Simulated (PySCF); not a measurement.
## Energy of Al²⁺ (aluminium, charge +2) between two integer charges

The 3s alpha orbital of [Ne] 3s1 is emptied in steps (occupation f), with all orbitals relaxed, ending at [Ne]. Calculation: PySCF 2.14, in jorge-DZP-DKH (7s4p1d, 24 functions); the spin-free X2C one-electron Hamiltonian (Gaussian nucleus). The exact energy is a straight line in f; departures are measured from the line between the end points of the same method.

Task: Among UHF, LDA, PBE, PBE0, r2SCAN, LC-wPBE, BHandHLYP, TPSS, which shows the largest delocalisation error (convex curve), and which is closest to linear?

Result: Most convex: PBE (-1.024 eV at f = 0.4); closest to linear: UHF (0.005 eV).

| f | UHF (eV) | LDA (eV) | PBE (eV) | PBE0 (eV) | r2SCAN (eV) | LC-wPBE (eV) | BHandHLYP (eV) | TPSS (eV) |
| --- | --- | --- | --- | --- | --- | --- | --- | --- |
| 1 | 0.000 | 0.000 | 0.000 | 0.000 | 0.000 | 0.000 | 0.000 | 0.000 |
| 0.8 | 0.003 | -0.663 | -0.689 | -0.508 | -0.577 | -0.071 | -0.375 | -0.648 |
| 0.6 | 0.005 | -0.973 | -1.029 | -0.757 | -0.830 | -0.108 | -0.565 | -0.968 |
| 0.4 | 0.005 | -0.942 | -1.024 | -0.752 | -0.776 | -0.116 | -0.570 | -0.972 |
| 0.2 | 0.003 | -0.594 | -0.676 | -0.496 | -0.459 | -0.088 | -0.390 | -0.662 |
| 0 | 0.000 | 0.000 | 0.000 | 0.000 | 0.000 | 0.000 | 0.000 | 0.000 |

```csv
method,E(f=0) − E(f=1) (eV),−ε at f=1 (eV),−ε at f=0.4 (eV)
UHF,28.034,28.055,28.030
LDA,28.798,24.593,29.774
PBE,28.805,24.480,29.687
PBE0,28.672,25.479,29.326
r2SCAN,28.359,24.663,29.306
LC-wPBE,28.643,28.192,28.675
BHandHLYP,28.798,26.458,29.232
TPSS,28.494,24.414,29.249
```

As f goes to zero the orbital energy of a semilocal functional can turn back, because the density of that orbital vanishes from the exchange-correlation potential.

Reference removal energy between the ground levels: 28.448 eV (measured; NIST Atomic Spectra Database, ionization energies). UHF lacks correlation.
